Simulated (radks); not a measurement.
Results of a calculation; reference values are marked as such.
Species: B4+. Configuration: 1s1 (the NIST ground configuration).

Level of theory: Dirac Kohn-Sham, PBE, spin-unpolarised, spherical densities, point nucleus (a radial shooting solver on a logarithmic mesh with Libxc functionals).

Energy parts (eV):
| part | energy |
|---|---|
| total | -332.835 |
| kinetic | 332.613 |
| electron-nucleus | -672.782 |
| Hartree | 41.871 |
| exchange-correlation | -34.538 |

Orbitals (lengths in bohr, moments of r in powers of bohr; <r^-3> diverges for s and p1/2; r(max) is where P^2 peaks; r(90%) holds 90 % of the orbital's charge):
orbital  occ.  eigenvalue (eV)  r(max)  <r^-3>   <r^2>  r(90%)
1s1/2       1        -300.1626  0.2009       -  0.1250   0.544

The highest occupied level is 1s1/2 at -300.16 eV. The density falls to 0.001 e/bohr^3 at r = 1.08 bohr. For comparison, the ionisation energy in NIST's Atomic Spectra Database is 340.23 eV (theoretical). In exact Kohn-Sham theory the highest level is minus the ionisation energy, but local and semilocal functionals leave it too shallow, through self-interaction and a potential that decays too fast; potentials with the right tail come closer.

Beside tabulated values, note that spin-unpolarised runs miss the spin-polarisation part of the exchange energy of open shells.
